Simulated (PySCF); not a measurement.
# Assignment exercise: C6H9ClSi

Molfile (atoms numbered from 1):
```
C6H9ClSi
     RDKit          3D

 17 17  0  0  0  0  0  0  0  0999 V2000
    0.2721    1.8462    0.9094 C   0  0  0  0  0  0  0  0  0  0  0  0
   -0.4674    0.8210    0.4978 C   0  0  0  0  0  0  0  0  0  0  0  0
   -2.3105    0.3675    0.5321 Si  0  0  0  0  0  4  0  0  0  0  0  0
   -1.3445   -1.2813    0.2296 C   0  0  1  0  0  0  0  0  0  0  0  0
   -1.8259   -2.3076   -1.1524 Cl  0  0  0  0  0  0  0  0  0  0  0  0
   -0.0663   -0.5064    0.0055 C   0  0  0  0  0  0  0  0  0  0  0  0
    1.0306   -0.9384   -0.6099 C   0  0  0  0  0  0  0  0  0  0  0  0
    2.2383   -0.1225   -0.9249 C   0  0  0  0  0  0  0  0  0  0  0  0
   -0.1878    2.7492    1.2770 H   0  0  0  0  0  0  0  0  0  0  0  0
    1.3501    1.8274    0.9149 H   0  0  0  0  0  0  0  0  0  0  0  0
   -3.0374    0.4570    1.7948 H   0  0  0  0  0  0  0  0  0  0  0  0
   -3.0941    0.7860   -0.6225 H   0  0  0  0  0  0  0  0  0  0  0  0
   -1.2738   -1.9588    1.0812 H   0  0  0  0  0  0  0  0  0  0  0  0
    1.0556   -1.9707   -0.9366 H   0  0  0  0  0  0  0  0  0  0  0  0
    1.9731    0.9232   -1.0645 H   0  0  0  0  0  0  0  0  0  0  0  0
    2.7177   -0.4913   -1.8293 H   0  0  0  0  0  0  0  0  0  0  0  0
    2.9631   -0.1885   -0.1120 H   0  0  0  0  0  0  0  0  0  0  0  0
  1  2  2  0
  2  3  1  0
  3  4  1  0
  4  5  1  0
  4  6  1  0
  6  7  2  0
  7  8  1  0
  6  2  1  0
  1  9  1  0
  1 10  1  0
  3 11  1  0
  3 12  1  0
  4 13  1  1
  7 14  1  0
  8 15  1  0
  8 16  1  0
  8 17  1  0
M  END
```

Theory: coordinates at the GFN2-xTB level, NMR shieldings at PBE0/pcSseg-1/GIAO, in PySCF 2.14 (non-relativistic, rapidly exchanging positions averaged, no solvent model, single conformer).

δ = σ(ref) − σ, references computed at the same level: ¹³C, ¹H against TMS.

Problem. Assign these signals to the numbered atoms. ¹³C{¹H} NMR (computed): δ 151.9, 151.4, 135.8, 135.1, 49.3, 18.5.

Solution. 
| δ (ppm) | atoms | environment | reason |
| --- | --- | --- | --- |
| 151.9 | C6 | fully substituted alkene carbon | an sp2 carbon of a C=C bond |
| 151.4 | C2 | fully substituted alkene carbon | – |
| 135.8 | C7 | alkene CH | an sp2 carbon of a C=C bond |
| 135.1 | C1 | terminal =CH2 carbon | an sp2 carbon of a C=C bond |
| 49.3 | C4 | allylic sp3 CH bonded to Cl and Si | pulled downfield by the heteroatom |
| 18.5 | C8 | allylic methyl carbon | saturated and bonded to C and H only |

C6 and C2; C7 and C1 lie closer than the usual error of such a calculation, so a measured spectrum could show them in the other order.

Problem. Assign these signals to the numbered atoms. ¹H NMR (400 MHz, computed): δ 6.41 (q, 1H), 6.12 (br s, 1H), 5.86 (br s, 1H), 4.98 (m, 1H), 4.74 (m, 1H), 4.27 (m, 1H), 2.07 (d, 3H).

Solution. 
```tsv
δ (ppm)	atoms	environment	reason
6.41	H14	hydrogen on an alkene CH	olefinic region
6.12	H10	hydrogen on a terminal =CH2 carbon	a vinylic proton, deshielded by the sp2 carbon and the C=C anisotropy
5.86	H9	hydrogen on a terminal =CH2 carbon	–
4.98	H11	hydrogen on a silicon bonded to 2 C, in a 4-membered ring	–
4.74	H12	hydrogen on a silicon bonded to 2 C, in a 4-membered ring	–
4.27	H13	hydrogen on an allylic sp3 CH bonded to Cl and Si	its carbon carries Cl, an electronegative neighbour
2.07	H15/H16/H17	hydrogen on an allylic methyl carbon	allylic position
```

Carbons that carry Cl, above all several Cl atoms, come out too deshielded, partly because spin–orbit coupling is missing. Shifts are as computed. Against solution values, carbons near 30 ppm lie about +3 ppm off and those near 130 ppm about +5 ppm; carbons on Cl a further +6 ppm. Of 1309 compounds with measured shifts, 239 miss one by over three times the rms of a fit or turn the order of signals round; such compounds aren't used in these exercises. No couplings were computed; multiplicities are counted from neighbouring protons, with m where these are inequivalent, close in shift, in a saturated or five-membered ring or joined by F or P, and br s for small geminal =CH2 splittings.
